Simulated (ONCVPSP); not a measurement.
**Reading a pseudo-wave (boron)**

Columns: radius, all-electron u(r) and pseudo u(r) of the 2p shell (level -3.94 eV) of boron in the configuration [He] 2s1.5 2p1.5; LDA (Perdew-Wang 92), scalar-relativistic, ONCV scheme, ONCVPSP 4.0.1.

```tsv
r (bohr)	all-electron	pseudo
0.200	0.0890	0.0234
0.400	0.2387	0.0899
0.600	0.3758	0.1894
0.800	0.4820	0.3073
1.000	0.5562	0.4273
1.200	0.6018	0.5343
1.400	0.6240	0.6168
1.600	0.6280	0.6684
1.800	0.6186	0.6883
2.000	0.5996	0.6801
2.200	0.5741	0.6504
2.400	0.5445	0.6073
2.600	0.5126	0.5580
2.800	0.4795	0.5084
3.000	0.4463	0.4621
3.200	0.4136	0.4208
3.400	0.3820	0.3844
3.600	0.3516	0.3522
3.800	0.3228	0.3228
4.000	0.2956	0.2956
4.200	0.2702	0.2702
4.400	0.2465	0.2465
4.600	0.2245	0.2245
4.800	0.2041	0.2041
5.000	0.1854	0.1854
5.200	0.1681	0.1681
```

**Question.** How many radial nodes do the two functions have?

**Answer.** The all-electron 2p function has n − l − 1 = 0; the pseudo-wave has 0.

**Question.** At about which radius was the pseudo-wave matched?

**Answer.** 4.00 bohr, where the columns begin to agree (steps of 0.20 bohr).

**Question.** Is the pseudo-wave norm-conserving?

**Answer.** Yes: the ONCV scheme keeps the norm inside the radius equal to the all-electron one, which fixes the energy derivative of the logarithmic derivative at the level.
